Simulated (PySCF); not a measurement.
From one molecule to another.

First species: C₇H₇N₃.
Bonds: N1–C2, C2–C3 (aromatic), C3–C4 (aromatic), C4–C5 (aromatic), C5–C6 (aromatic), C6–C7 (aromatic), C7–N8 (aromatic), N8–N9 (aromatic), N9–C10 (aromatic), C2–C10 (aromatic), C6–C10 (aromatic). Hydrogens: H11, H12 on N1; H13 on C3; H14 on C4; H15 on C5; H16 on C7; H17 on N9.

Second species: C6H10.
Numbering: `[CH:1]#[C:2][CH2:3][CH2:4][CH2:5][CH3:6]` (hydrogens: H7 on C1; H8, H9 on C3; H10, H11 on C4; H12, H13 on C5; H14, H15, H16 on C6)

Structure used (GFN2-xTB), in Å, numbered top down from 1:
```xyz
16
C6H10 angstrom
C      2.861    1.051    0.041
C      2.160    0.088    0.159
C      1.289   -1.064    0.271
C     -0.130   -0.742   -0.211
C     -0.822    0.273    0.695
C     -2.217    0.622    0.191
H      3.484    1.889   -0.054
H      1.260   -1.391    1.315
H      1.709   -1.877   -0.329
H     -0.714   -1.665   -0.237
H     -0.081   -0.346   -1.228
H     -0.895   -0.137    1.706
H     -0.213    1.178    0.746
H     -2.699    1.331    0.861
H     -2.836   -0.270    0.131
H     -2.164    1.069   -0.800
```

Levels: PBE0/pcSseg-1 for dipole moment, HOMO energy, LUMO energy and HOMO–LUMO gap; GFN2-xTB for rotational constant A and rotational constant C. Geometries: GFN2-xTB. Each species is one conformer at its optimised geometry, gas phase, non-relativistic unless stated; the electronic structure was computed with PySCF and density fitting.

Dipoles, sizes and rotational constants follow the conformer. The torsions of the flexible species, by atom-mapped SMILES:
- `[NH2:1][c:2]1[cH:3][cH:4][cH:5][c:6]2[cH:7][n:8][nH:9][c:10]12`: H–N1–C2–C3 -151°, H–N1–C2–C3 -18°
- `[CH:1]#[C:2][CH2:3][CH2:4][CH2:5][CH3:6]`: C2–C3–C4–C5 -66°, C3–C4–C5–C6 178°

Values for the first species:

```
Dipole moment         : 3.06 D
HOMO energy           : -5.77 eV
LUMO energy           : -0.48 eV
HOMO–LUMO gap         : 5.29 eV
Rotational constant A : 2.246 GHz
Rotational constant C : 0.910 GHz
```

Task: Estimate the same properties for the second species, and the change in each.

Result: 
```tsv
property	first	second	second less first
dipole moment	3.06 D	0.73 D	-2.33 D
HOMO energy	-5.77 eV	-7.66 eV	-1.89 eV
LUMO energy	-0.48 eV	1.15 eV	+1.63 eV
HOMO–LUMO gap	5.29 eV	8.81 eV	+3.52 eV
rotational constant A	2.246 GHz	7.403 GHz	+5.157 GHz
rotational constant C	0.910 GHz	1.573 GHz	+0.663 GHz
```

On the first: In atomic units the dipole is 1.20 e·bohr (1 au = 2.5417 D).

On the second: The dipole matches unit charges of opposite sign 0.15 Å apart (1 e·Å = 4.8032 D).
